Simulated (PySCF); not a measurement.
Molecule: SMILES F[C@]12CCC[C@H](C1)C2, C$_{7}$H$_{11}$F.

Bonds (- single, = double, # triple, : aromatic): F1-C2, C2-C3, C3-C4, C4-C5, C5-C6, C6-C7, C6-C8, C7-C2, C8-C2. C3 carries H9, H10; C4 carries H11, H12; C5 carries H13, H14; C6 carries H15; C7 carries H16, H17; C8 carries H18, H19. Stereochemistry as in F[C@]12CCC[C@H](C1)C2. H17, H19 are cis to C5 on the ring; H16, H18 are trans to C5 on the ring.

Frames of a GFN2-xTB Langevin trajectory at 300 K; GIAO PBE0/pcSseg-1 shieldings in PySCF 2.14.0 with density-fitted response routines, gas phase, non-relativistic; equivalent atoms averaged within each frame.

Referencing at the same level of theory: 19F (σref 170.95) vs CFCl3; TMS for 13C (σref 186.93) and 1H (σref 31.72). The references are static minima.

Q: How do the shifts (ppm) fluctuate along the trajectory?

A: 
```tsv
time (fs)	F1	C2	C7/C8	C3	C6	C5	C4	H15	H17/H19	H11/H12
optimised geometry	-148.3	94.6	41.2	37.7	26.0	31.7	20.9	2.10	1.65	1.86
250	-153.9	89.7	41.0	38.5	33.2	32.4	24.5	2.78	2.39	2.17
425	-159.9	92.1	39.9	41.6	21.9	33.7	26.6	1.52	1.73	2.74
625	-159.6	94.8	43.4	36.8	35.3	37.6	20.2	2.93	1.44	2.16
800	-136.7	101.9	41.1	33.6	27.8	34.3	21.1	2.37	1.29	1.91
1000	-138.7	96.2	39.9	45.5	22.2	28.5	16.2	2.33	1.24	1.42
mean of frames	-149.8	95.0	41.1	39.2	28.1	33.3	21.7	2.39	1.62	2.08
standard deviation	11.2	4.6	1.4	4.5	6.1	3.3	4.0	0.55	0.47	0.48
```

5 frames give an uncertainty of the mean of about the standard deviation over 2.2 at best, since frames this close in time may not be independent; classical motion lacks zero-point vibration, and the reference would need the same averaging.
